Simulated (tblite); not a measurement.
Input of a run (GFN2-xTB geometry optimisation, gas phase (tblite 0.8.0)), started from a force field or distance geometry:
```
{"job": {"kind": "relax", "xc": "GFN2-xTB", "basis": "xTB"}, "charge": 0, "multiplicity": 1}
C     -2.596900    -0.429000    -0.128400
N     -2.148100     0.906300    -0.457300
C     -0.891100     1.023700    -0.727500
Si     0.241000    -0.412000    -0.737700
O      1.792700     0.172400    -1.112500
Si     2.833600     0.324800     0.214700
H     -3.724200    -0.380700    -0.238000
H     -2.266100    -1.181600    -0.828000
H     -2.403700    -0.658900     0.940200
H     -0.495000     2.013100    -0.978200
H     -0.157900    -1.321300    -1.808800
H      0.202700    -1.180700     0.514400
H      2.739200    -0.805200     1.151500
H      4.223700     0.339900    -0.288600
H      2.645700     1.597000     0.956500
```

Output (eV, eV/Å):
```
step      E/eV     max force
  0    -526.92662    2.347
  1    -527.12920    2.027
  2    -527.22720    0.903
  3    -527.29376    0.735
  4    -527.36121    0.563
  5    -527.38781    0.476
  6    -527.41646    0.485
  7    -527.43553    0.386
  8    -527.45230    0.295
  9    -527.46502    0.336
 10    -527.47843    0.399
 11    -527.49647    0.417
 12    -527.51857    0.365
 13    -527.53704    0.279
 14    -527.54784    0.249
 15    -527.55575    0.222
 16    -527.56378    0.201
 17    -527.57048    0.192
 18    -527.57696    0.194
 19    -527.58449    0.277
 20    -527.59379    0.280
 21    -527.60422    0.267
 22    -527.61381    0.232
 23    -527.62198    0.199
 24    -527.62978    0.239
 25    -527.63620    0.176
 26    -527.64016    0.151
 27    -527.64292    0.156
 28    -527.64604    0.148
 29    -527.65044    0.182
 30    -527.65511    0.190
 31    -527.65825    0.136
 32    -527.65986    0.079
 33    -527.66085    0.088
 34    -527.66172    0.065
 35    -527.66249    0.095
 36    -527.66324    0.074
 37    -527.66426    0.093
 38    -527.66517    0.101
 39    -527.66618    0.079
 40    -527.66686    0.061
 41    -527.66741    0.064
 42    -527.66789    0.063
 43    -527.66833    0.051
 44    -527.66876    0.051
 45    -527.66928    0.056
 46    -527.67004    0.070
 47    -527.67119    0.087
 48    -527.67261    0.095
 49    -527.67393    0.076
 50    -527.67529    0.104
 51    -527.67695    0.103
 52    -527.67857    0.103
 53    -527.68000    0.136
 54    -527.68128    0.113
 55    -527.68318    0.112
 56    -527.68621    0.143
 57    -527.68822    0.123
 58    -527.69138    0.198
 59    -527.69356    0.151
 60    -527.69613    0.103
 61    -527.69773    0.087
 62    -527.69913    0.092
 63    -527.70051    0.110
 64    -527.70220    0.127
 65    -527.70343    0.128
 66    -527.70460    0.079
 67    -527.70538    0.069
 68    -527.70655    0.071
 69    -527.70753    0.070
 70    -527.70899    0.093
 71    -527.71016    0.087
 72    -527.71122    0.076
 73    -527.71218    0.083
 74    -527.71313    0.101
 75    -527.71398    0.075
 76    -527.71488    0.058
 77    -527.71540    0.045
 78    -527.71568    0.041
 79    -527.71610    0.035
 80    -527.71645    0.048
 81    -527.71691    0.060
 82    -527.71744    0.067
 83    -527.71804    0.055
 84    -527.71851    0.045
 85    -527.71879    0.040
 86    -527.71897    0.029
 87    -527.71918    0.047
 88    -527.71946    0.044
 89    -527.71980    0.039
 90    -527.72003    0.040
 91    -527.72031    0.040
 92    -527.72074    0.051
 93    -527.72138    0.068
 94    -527.72208    0.061
 95    -527.72257    0.043
 96    -527.72279    0.034
 97    -527.72293    0.029
 98    -527.72307    0.027
 99    -527.72324    0.031
100    -527.72342    0.034
101    -527.72356    0.026
102    -527.72365    0.022
103    -527.72371    0.018
104    -527.72379    0.022
105    -527.72393    0.038
106    -527.72416    0.055
107    -527.72444    0.057
108    -527.72470    0.043
109    -527.72490    0.028
110    -527.72506    0.032
111    -527.72530    0.039
112    -527.72568    0.051
113    -527.72622    0.073
114    -527.72677    0.068
115    -527.72719    0.039
116    -527.72748    0.048
117    -527.72778    0.063
118    -527.72819    0.072
119    -527.72874    0.071
120    -527.72930    0.058
121    -527.72970    0.042
122    -527.72987    0.041
123    -527.72994    0.020
124    -527.72997    0.024
125    -527.73001    0.021
126    -527.73005    0.022
127    -527.73013    0.023
128    -527.73022    0.027
129    -527.73037    0.032
130    -527.73052    0.030
131    -527.73067    0.022
132    -527.73076    0.015
133    -527.73082    0.015
134    -527.73086    0.018
135    -527.73091    0.019
136    -527.73096    0.013
137    -527.73103    0.014
138    -527.73108    0.021
139    -527.73113    0.018
140    -527.73116    0.018
141    -527.73119    0.010
142    -527.73122    0.011
143    -527.73124    0.012
144    -527.73125    0.006
```

Question: Summarise the run.

Answer: The energy falls by 18.6 kcal/mol over 144 L-BFGS steps, the largest force on an atom goes from 2.35 to 0.006 eV/Å, and the atoms move by 0.770 Å rms after alignment. The bond that changes most is Si4–O5 (oxygen-bound silicon to siloxane oxygen), which shortens by 0.082 Å. Bonds longer at the end by more than 0.005 Å: 2 of 14; shorter: 10. Among the angles that change most is Si4–O5–Si6, from 114.8° to 168.3°. Among the dihedrals that turn most is H8–C1–N2–C3, from -49° to 0°. The energy never rose by more than 1e-5 eV on the way. The first step brought 25 % of the lowering.

Question: What are the final bond lengths?

Answer: C1–N2 1.425 Å, N2=C3 1.259 Å, C3–Si4 1.907 Å, Si4–O5 1.618 Å, O5–Si6 1.617 Å, C1–H7 1.091 Å, C1–H8 1.098 Å, C1–H9 1.091 Å, C3–H10 1.090 Å, Si4–H11 1.463 Å, Si4–H12 1.464 Å, Si6–H13 1.461 Å, Si6–H14 1.460 Å, Si6–H15 1.463 Å. Numbering counts from 1 in the input's order; the species is `C/N=C\[SiH2]O[SiH3]`.

GFN2-xTB frequencies show an imaginary mode (27i cm⁻¹), so the point is no minimum at that level. 3 starts were optimised and ended at 0.00, 1.29 and 1.37 kcal/mol (GFN2-xTB); the lowest of these is shown.

All values are computed, not measured.
